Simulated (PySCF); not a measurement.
A structure optimised at B3LYP-D3(BJ)/def2-SVP, used in a PySCF frequency run:

```xyz
5

Cl    -1.2518     1.2518     1.2518
Ti     0.0000     0.0000     0.0000
Cl     1.2518     1.2518    -1.2518
Cl     1.2518    -1.2518     1.2518
Cl    -1.2518    -1.2518    -1.2518
```
Charge 0, spin multiplicity 1.

**Question.** Write its SMILES, formula and point group.

**Answer.** [Cl][Ti]([Cl])([Cl])[Cl], Cl₄Ti, Td

**Question.** What are its rotational constants (standard atomic weights)?

**Answer.** 1.1373, 1.1373, 1.1373 GHz
